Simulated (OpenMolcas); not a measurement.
Fe IV: effect of the basis set

| Quantity | Value |
| --- | --- |
| Program | OpenMolcas |
| Method | SS-CASPT2, IPEA 0.25 Eh, imaginary shift 0.1 Eh (closed shells correlated: 3s 3p) |
| Active space | 5 electrons in 5 orbitals (3d) |
| State averaging | 2S+1 = 6 even, 1 root; 2S+1 = 4 even, 24 roots; 2S+1 = 2 even, 75 roots |
| Spin-orbit coupling | RASSI with atomic mean-field integrals over the reference wave functions, term energies averaged over their components |

A. ANO-R1 [5s4p2d1f], X2C, finite nucleus; CASPT2 step roughly 5 core-seconds
B. ANO-RCC-VTZP [6s5p3d2f1g], DKH2, point nucleus; CASPT2 step roughly 16 core-seconds
C. ANO-L-VTZP [6s5p3d2f1g], non-relativistic, point nucleus; CASPT2 step of the order of 10 core-seconds
D. ANO-R2 [6s5p4d2f1g], X2C, finite nucleus; CASPT2 step roughly 25 core-seconds
E. ANO-RCC-VQZP [7s6p4d3f2g1h], DKH2, point nucleus; CASPT2 step roughly 40 core-seconds
F. ANO-R3 [7s5p5d3f2g1h], X2C, finite nucleus; CASPT2 step of the order of 40 core-seconds

Energies in cm-1 above 3d5 6S 5/2, the measured ground level; measured values from Corliss and Sugar, J. Phys. Chem. Ref. Data 11, 135 (1982).

| Level | A | B | C | D | E | F | Measured |
| --- | --- | --- | --- | --- | --- | --- | --- |
| 3d5 6S 5/2 | 0.0 | 0.0 | 0.0 | 0.0 | 0.0 | 0.0 | 0.0 |
| 3d5 4G 5/2 | 34620 | 33330 | 33520 | 33300 | 33100 | 32860 |  |
| 3d5 4G 7/2 | 34650 | 33360 | 33550 | 33330 | 33130 | 32890 |  |
| 3d5 4G 11/2 | 34660 | 33370 | 33560 | 33340 | 33140 | 32900 | 32246 |
| 3d5 4G 9/2 | 34670 | 33380 | 33570 | 33350 | 33150 | 32910 |  |
| 3d5 4P 5/2 | 37460 | 36850 | 36890 | 36600 | 36550 | 36220 | 35254 |
| 3d5 4P 3/2 | 37530 | 36930 | 36970 | 36670 | 36620 | 36300 | 35333 |
| 3d5 4P 1/2 | 37600 | 37020 | 37060 | 36760 | 36700 | 36380 | 35407 |
| 3d5 4D 7/2 | 41500 | 40030 | 40210 | 39900 | 39800 | 39530 | 38779 |
| 3d5 4D 1/2 | 41580 | 40110 | 40300 | 39980 | 39890 | 39620 | 38897 |
| 3d5 4D 3/2 | 41630 | 40180 | 40370 | 40050 | 39950 | 39680 |  |
| 3d5 4D 5/2 | 41640 | 40200 | 40380 | 40060 | 39970 | 39700 |  |
| 3d5 2I 11/2 | 50650 | 48790 | 49080 | 48770 | 48360 | 48030 |  |
| 3d5 2I 13/2 | 50730 | 48870 | 49150 | 48840 | 48440 | 48100 |  |
| 3d5 2D 5/2(1) [75 %] | 52820 | 51760 | 51860 | 51470 | 51340 | 50890 | 49542 |
| 3d5 2D 3/2(1) | 53360 | 52270 | 52380 | 51970 | 51840 | 51400 | 50051 |
| 3d5 2F 7/2(1) | 54910 | 53860 | 53980 | 53560 | 53380 | 52950 | 51394 |
| 3d5 2F 5/2(1) [62 %] | 55590 | 54470 | 54620 | 54160 | 54000 | 53590 | 52167 |
| 3d5 4F 9/2 | 56450 | 54690 | 54930 | 54420 | 54370 | 54010 | 52621 |
| 3d5 4F 7/2 | 56490 | 54750 | 54980 | 54460 | 54420 | 54060 | 52695 |
| 3d5 4F 5/2 [74 %] | 56580 | 54910 | 55130 | 54610 | 54540 | 54180 |  |
| 3d5 4F 3/2 | 56630 | 54910 | 55150 | 54620 | 54570 | 54210 |  |
| 3d5 2H 9/2 | 60180 | 58460 | 58700 | 58270 | 58000 | 57570 | 56058 |
| 3d5 2H 11/2 | 60510 | 58870 | 59120 | 58660 | 58370 | 57950 | 56369 |

Deviations, from unrounded energies. A percentage is the sum of absolute deviations over the sum of measured energies, with the sign that they share, or ± where signs differ.

```csv
Against measurement,Levels,A,B,C,D,E,F
mean absolute deviation (cm-1),14,3100,1900,2100,1700,1500,1200
other terms of the ground configuration (%),14,+6.9,+4.2,+4.5,+3.7,+3.4,+2.6
```

F lies closest to measurement on these levels and A furthest from it. The largest miss of F in the table is 3d5 2H 11/2, by +1600 cm-1. The ranking rests on the paired levels alone, and a cruder setting can come out closer through cancelling errors.

Among A to F the level of the table that moves most is 3d5 2I 13/2, by 2600 cm-1 (lowest in F, highest in A). Moves below CASPT2's spread within the term are not significant.

Term energies are means over components that CASPT2 splits; among the terms shown or strongly mixed into the levels shown the widest spread is 280 cm-1 (3d5 4F, D). The basis is small and was not contracted for so high a charge (holds for A). Computed and measured levels are paired by configuration, term and J; levels that our copy of the source lacks, or whose pairing is in doubt (as where it misses far off the trend of its configuration), stay unpaired and out of the deviations. Levels of configurations outside the active space are missing. Levels that lie high or do not pair safely by name in every column are left out.

A share in square brackets marks a mixed level and gives the weight of the term that names it, the lowest over the columns. A number in round brackets counts repeated terms of one configuration in the order of the reference energies.
